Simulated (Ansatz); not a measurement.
Relaxation of CH7NSSeSi (12 atoms, charge 0, multiplicity 1), to a largest force component of 0.015 eV/Å in at most 40 steps.

Level of theory: Ansatz, RKS PBE/def2-SVP.

```xyz
12
Properties=species:S:1:pos:R:3:forces:R:3
C -1.103 0.493 -0.924 -1.77 2.87 -0.92
N -0.333 -0.655 -0.731 1.15 -1.28 1.28
Si 0.655 -0.466 0.731 -0.35 0.54 -0.08
S 1.898 -2.111 1.118 1.17 -0.89 -1.24
Se -0.675 -0.101 2.569 -0.22 0.10 0.01
H -1.851 0.697 -0.086 0.68 -0.30 -0.60
H -1.733 0.408 -1.851 0.11 0.06 0.25
H -0.482 1.462 -1.073 -0.68 -0.59 0.23
H 0.330 -0.715 -1.499 0.30 -0.47 -0.60
H 1.545 0.728 0.599 0.08 0.33 -0.13
H 2.528 -2.039 -0.190 -0.76 -0.02 1.58
H -1.308 1.108 1.926 0.29 -0.34 0.21
```

Q: Where does it end, and by what steps?

A: The forces met the threshold. After 38 steps the energy has fallen by 0.712 eV; H12 moved furthest, 2.11 Å.

| step | energy less start (eV) | largest force component (eV/Å) | accepted |
| --- | --- | --- | --- |
| 0 | 0.0000 | 2.874 | yes |
| 2 | -0.4120 | 0.666 | yes |
| 4 | -0.4918 | 0.308 | yes |
| 6 | -0.5630 | 0.631 | yes |
| 8 | -0.5890 | 0.312 | yes |
| 10 | -0.6149 | 0.154 | yes |
| 12 | -0.6526 | 0.190 | yes |
| 14 | -0.6731 | 0.106 | yes |
| 16 | -0.6785 | 0.058 | yes |
| 18 | -0.6808 | 0.077 | yes |
| 20 | -0.6824 | 0.053 | yes |
| 22 | -0.6831 | 0.064 | yes |
| 24 | -0.6846 | 0.130 | yes |
| 26 | -0.6867 | 0.083 | yes |
| 28 | -0.6904 | 0.316 | no |
| 30 | -0.6981 | 0.060 | yes |
| 32 | -0.6905 | 0.477 | no |
| 34 | -0.7090 | 0.075 | yes |
| 36 | -0.7110 | 0.072 | yes |
| 38 | -0.7118 | 0.015 | yes |

```xyz
12
Properties=species:S:1:pos:R:3
C -1.010 0.652 -1.430
N -0.178 -0.365 -0.804
Si 0.450 -0.282 0.808
S 1.895 -1.870 1.042
Se -1.146 -0.628 2.458
H -0.781 1.645 -0.993
H -2.104 0.485 -1.298
H -0.807 0.724 -2.520
H -0.270 -1.301 -1.208
H 1.032 1.089 1.011
H 2.713 -1.414 0.047
H -0.324 0.074 3.478
```

Whether the end is a true minimum wasn't checked by a vibrational analysis.

Time of the run: 68 s on 2 threads of Intel(R) Xeon(R) 6975P-C (Granite Rapids), with other jobs on the host, peak memory 0.21 GiB.
